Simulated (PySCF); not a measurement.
C₆H₇F₃OS.
Structure used (PBE0-D3(BJ)/def2-SVP), in Å, numbered top down from 1:
```
atom  x, y, z in Å
O1    -2.4683    0.6587    1.1842
S2    -2.2537    0.8935   -0.2866
C3    -1.8765   -0.7792   -0.9914
C4    -0.3741   -1.0393   -0.8669
C5     0.2352    0.0709    0.0086
C6     1.7081    0.1759   -0.1222
F7     2.1634    0.4858   -1.3442
C8     2.5962   -0.0063    0.8549
F9     3.8905    0.1046    0.7095
F10    2.2615   -0.3215    2.0825
C11   -0.4887    1.3429   -0.4257
H12   -2.4963   -1.4300   -0.3589
H13   -2.2493   -0.8273   -2.0251
H14    0.0999   -0.9996   -1.8597
H15   -0.1643   -2.0326   -0.4445
H16   -0.0221   -0.1071    1.0642
H17   -0.2604    1.6148   -1.4692
H18   -0.3266    2.2073    0.2329
```

The closed-shell ground state was solved at several levels (PySCF, density fitting, gas phase, non-relativistic).

| level | basis functions | HOMO (eV) | LUMO (eV) | gap (eV) | dipole (D) |
| --- | --- | --- | --- | --- | --- |
| wB97X-D/def2-SVPD | 295 | -8.82 | 1.55 | 10.37 | 3.34 |
| B3LYP/pcSseg-2 | 501 | -6.72 | -0.35 | 6.37 | 3.19 |

Q: Estimate the row for PBE0/pcSseg-1, a basis of 229 functions; the other rows only guide the guess.

A: HOMO -6.81 eV, LUMO 0.06 eV, gap 6.87 eV, dipole 3.13 D.

Q: Over all these levels, which gives the widest orbital gap and which the narrowest?

A: wB97X-D/def2-SVPD (range-separated hybrid) has the widest, 10.37 eV, and B3LYP/pcSseg-2 (global hybrid, 20 % exact exchange) the narrowest, 6.37 eV. Functional and basis both differ between the two, so the spread mixes both effects.

Q: How far do the dipole and the HOMO energy spread over the levels?

A: The dipole runs from 3.13 to 3.34 D (mean 3.22 D) and the HOMO from -8.82 to -6.72 eV.

One conformer stands for the species.
